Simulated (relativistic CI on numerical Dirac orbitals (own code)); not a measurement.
## What each ingredient does to the levels of O4+

Base calculation: Dirac-Coulomb-Breit CI, KLI orbitals optimised for each configuration, model QED, valence Slater integrals scaled by 0.85, P86 correlation energy added to each configuration.

Configuration list (outside the closed core 1s2): 2s2, 2s 2p, 2p2, 2p 3s, 2p 3p, 2s 3s, 2s 3p, 2s 3d, 2s 4s, 2s 4p, 2s 4d, 2s 4f, 2s 5s, 2s 5p, 2s 5d, 2s 5f, 2s 5g, 3s2, 3s 3p, 3p2. Levels of other configurations are missing.

Variants: (1) no correlation estimate; (2) valence Slater integrals scaled by 0.75; (3) Breit term removed; (4) one mean potential for all configurations. Shifts of the energy above 2s2 1S_0, in cm⁻¹, for the lowest level and the first level of each name with at least 55 % of one term (blank where a level changes its place among those of its configuration and J or its character, or is not in the variant):

```
      Level    Base   Δ(1)    Δ(2)  Δ(3)   Δ(4)  Measured
   2s2 1S_0       0      0       0     0      0         0
2s 2p 3P°_0   82721  -1397    -856   -59    -33     81942
2s 2p 3P°_1   82852  -1397    -856   -19    -32     82079
2s 2p 3P°_2   83150  -1397    -855   +30    -32     82385
2s 2p 1P°_1  157489  -1400   -9648     0    -48    158798
   2p2 3P_0  215523  -2631   -1738   -55    -12    213462
   2p2 3P_1  215675  -2631   -1738   -36    -13    213618
   2p2 3P_2  215933  -2631   -1738   +40    -16    213887
   2p2 1D_2  235004  -2635   -3670   +16   +231    231721
   2p2 1S_0  285574  -2485  -11088   -36   -408    287910
 2s 3s 3S_1  545414  -3110   -2103   +61  +1290    546973
 2s 3s 1S_0  557984  -3135   -3510   +57   +666    561276
2s 3p 1P°_1  581921  -3594           +61   +953    580825
2s 3p 3P°_0  582301  -3538   -2842   +43   +732    582806
2s 3p 3P°_1  582341  -3539           +55   +738    582843
2s 3p 3P°_2  582413  -3538   -2842   +66   +731    582920
 2s 3d 3D_1  599472  -2842   -2528   +73  +1408    600749
 2s 3d 3D_2  599480  -2842   -2528   +79  +1409    600759
 2s 3d 3D_3  599497  -2841   -2529   +83  +1410    600779
 2s 3d 1D_2  611594  -2839   -4222   +76  +1615    612616
2p 3s 3P°_0  653351  -4415   -2956    +5  +1063    652918
2p 3s 3P°_1  653512  -4415   -2957   +34  +1067    653080
```

At this charge configurations can still be misplaced by up to about 7 % of their energy. 53 of the 60 excited levels that our extract of the measured tables holds in this range could be paired (the sources list more); they are missed by 1146 cm⁻¹ on average and 3292 at most, and levels without a partner can miss by more.

Measured levels: Moore, Selected Tables of Atomic Spectra, NSRDS-NBS 3, section 9.

Ionisation energy from the two ground configurations alone: base 112.068 eV; no correlation estimate 111.082 eV. The NIST ASD value (measured) is 113.899 eV.
